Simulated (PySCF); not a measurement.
BiF3, SMILES [F][Bi]([F])[F].

Geometry: B3LYP-D3(BJ)/def2-SVP. The isomer is the one that the SMILES or the coordinates give; other isomers of the formula were not compared. The def2 effective core potentials stand for the cores of Bi; spin–orbit coupling is left out.

Two levels are set side by side: TDA-PBE/def2-SVPD (PySCF) and TDA-ωB97X/def2-SVPD (PySCF). Vertical, same geometry. The lowest singlet is HOMO→LUMO 67 %, HOMO−1→LUMO+1 24 % with PBE and HOMO→LUMO 84 % with the other functional; states are paired by order. Differences are taken from unrounded values.

```
quantity                              TDA-ωB97X
------------------------------------  ---------
lowest singlet excitation (eV)             7.35
lowest triplet excitation (TDA) (eV)       6.28
```

What does TDA-PBE give, and how far is it from TDA-ωB97X? (The exact figures need the calculation; the answer reports its results.)


```csv
quantity,TDA-PBE,TDA-PBE minus TDA-ωB97X
lowest singlet excitation (eV),6.32,-1.02
lowest triplet excitation (TDA) (eV),5.60,-0.68
```

A lower first singlet is the usual sign of a functional without exact exchange. Differences between two approximate levels are no errors against the true value.

Rough cost on one machine, each run with all the roots and properties that it gave: TDA-ωB97X against TDA-PBE about 3 times.
